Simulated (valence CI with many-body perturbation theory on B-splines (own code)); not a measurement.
Al⁶⁺: calculated level list

Level of theory: relativistic CI+MBPT: five valence electrons over a frozen Dirac-Fock core [He], a basis of 9 s, 9 p, 8 d, 6 f, 3 g, 1 h functions for each j, with the one-electron correlation potential Σ1 (screened to all orders), the two-electron term Σ2, the three-electron term Σ3, Breit, model QED; selected single and double excitations, second order for the rest, scaled by the run's own slope (own B-spline code, finite nucleus).

Set against measurement, 27 paired levels are off by 253 cm⁻¹ on average, the worst by 601. These come from a selection out of NIST levels in Kelleher and Podobedova, J. Phys. Chem. Ref. Data 37, 709 (2008); Martin and Zalubas, J. Phys. Chem. Ref. Data 8, 817 (1979). Levels without a partner in it may be off by more. Among the levels kept, up to 2700 cm⁻¹ of a level comes from second order outside the variational space, and about a tenth of that is noise between levels of different J, which matters for small intervals. 1 measured level below the end of the list, from 1318010 cm⁻¹ on, found no clear computed partner, and computed levels of the same name lie up to 2685 cm⁻¹ from them.

Levels 46 to 66 of 66, with energies above the lowest level, 2s2.2p3 4S°_3/2. "Leading %" is the weight of the configuration and term that name the level; weights of strongly mixed levels are sums over their largest components and can fall short. In the jj column 3d3/2^4 stands for four electrons in 3d with j = 3/2. Lifetimes count E1, E2, E3, M1 and M2 decay at the calculated energies, and are blank where another channel may lead or the interval is too uncertain; long ones can be off by a factor of two.

```csv
No.,Configuration,Term,J,E (cm⁻¹),Leading %,Leading jj,Lifetime,Second component
46,2s2.2p2.3d,4F,7/2,1311400,95,2s^2 2p1/2 2p3/2 3d5/2 (62 %),719 ps,
47,2s2.2p2.3d,4F,9/2,1313000,97,2s^2 2p3/2^2 3d5/2 (61 %),1.10 ns,
48,2s2.2p2.3d,2P,3/2,1317200,73,2s^2 2p1/2 2p3/2 3d3/2 (49 %),7.07 ps,22 % 2s2.2p2.3d 4D
49,2s2.2p2.3d,4D,1/2,1318000,72,2s^2 2p1/2 2p3/2 3d3/2 (93 %),20.3 ps,24 % 2s2.2p2.3d 2P
50,2s2.2p2.3d,4D,5/2,1319100,90,2s^2 2p3/2^2 3d3/2 (24 %),49.7 ps,
51,2s2.2p2.3d,4D,3/2,1319300,72,2s^2 2p1/2 2p3/2 3d5/2 (50 %),19.9 ps,22 % 2s2.2p2.3d 2P
52,2s2.2p2.3d,4D,7/2,1319800,92,2s^2 2p1/2 2p3/2 3d5/2 (50 %),425 ps,
53,2s2.2p2.3d,2P,1/2,1320700,72,2s^2 2p3/2^2 3d5/2 (61 %),7.06 ps,24 % 2s2.2p2.3d 4D
54,2s.2p3.3s,4S°,3/2,1321800,87,2s 2p1/2 2p3/2^2 3s (48 %),12.7 ps,10 % 2s2.2p2.3p 4S°
55,2s2.2p2.3d,2F,5/2,1325100,95,2s^2 2p1/2 2p3/2 3d5/2 (50 %),7.95 ps,
56,2s2.2p2.3d,4P,5/2,1326900,92,2s^2 2p1/2 2p3/2 3d5/2 (43 %),1.93 ps,
57,2s2.2p2.3d,4P,3/2,1327900,94,2s^2 2p3/2^2 3d3/2 (31 %),1.89 ps,
58,2s2.2p2.3d,2F,7/2,1328100,94,2s^2 2p3/2^2 3d5/2 (50 %),7.86 ps,
59,2s2.2p2.3d,4P,1/2,1328400,95,2s^2 2p3/2^2 3d3/2 (52 %),1.86 ps,
60,2s2.2p2.3p,2P°,3/2,1330200,93,2s^2 2p3/2^2 3p3/2 (62 %),353 ps,5 % 2p4.3p 2P°
61,2s2.2p2.3p,2P°,1/2,1330200,93,2s^2 2p3/2^2 3p1/2 (70 %),351 ps,5 % 2p4.3p 2P°
62,2s2.2p2.3d,2D,3/2,1345500,95,2s^2 2p1/2 2p3/2 3d5/2 (48 %),3.00 ps,
63,2s2.2p2.3d,2D,5/2,1346200,95,2s^2 2p1/2 2p3/2 3d3/2 (32 %),2.82 ps,
64,2s.2p3.3p,6P,3/2,1357900,99,2s 2p1/2 2p3/2^2 3p1/2 (45 %),1.58 ns,
65,2s.2p3.3p,6P,5/2,1358100,99,2s 2p1/2 2p3/2^2 3p3/2 (28 %),1.53 ns,
66,2s.2p3.3p,6P,7/2,1358600,99,2s 2p1/2 2p3/2^2 3p3/2 (55 %),1.57 ns,
```

Where two levels of one J and parity lie close, their mixing, g and order are uncertain.
